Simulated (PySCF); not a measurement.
**Identify the compound**

An unknown has the formula C6H13FO. Its calculated NMR data are:

1H NMR (400 MHz, computed): δ 5.82 (m, 1H), 1.42 (m, 3H), 1.28 (s, 9H).

13C{1H} NMR (computed): δ 108.4 (CH), 77.2 (C), 30.3 (CH3, 3C), 25.5 (CH3).

Relativity neglected, one conformer, gas phase, fast rotation and ring inversion assumed for equivalent nuclei. GFN2-xTB structure; NMR shieldings at PBE0/pcSseg-1/GIAO; PySCF.

Referencing at the same level of theory: 1H, 13C against TMS.

**Question.** Deduce the structure.

**Answer.** 
The formula gives 0 degrees of unsaturation. 4 carbon signals for 6 carbons: some carbons are equivalent by symmetry or fast rotation. Carbon types of the structure: 1 × C, 1 × CH, 4 × CH3, which accounts for all hydrogens. δC 108.4: sp3 CH bonded to F and O; 2 electronegative neighbours deshield it. δC 77.2: fully substituted sp3 carbon bonded to O; the inductive effect lowers its shielding. δC 30.3, 25.5: methyl carbon; a saturated carbon with 1 carbon neighbour and no heteroatom attached. δH 5.82: hydrogen on an sp3 CH bonded to F and O; its carbon carries F and O, hence the downfield position. δH 1.42, 1.28: hydrogen on a methyl carbon.

Structure: SMILES C[C@@H](F)OC(C)(C)C.

The shifts were computed for this structure.

Splittings by 19F in the carbon and heteronuclear signals aren't shown, as no couplings were computed. Shifts are as computed. Against solution values, carbons near 30 ppm lie about +3 ppm off and those near 130 ppm about +5 ppm. Of 1211 compounds with measured shifts, 218 miss one by over three times the rms of a fit or turn the order of signals round; such compounds aren't used in these exercises. No couplings were computed; multiplicities are counted from neighbouring protons, with m where these are inequivalent, close in shift, in a saturated or five-membered ring or joined by F or P, and br s for small geminal =CH2 splittings.
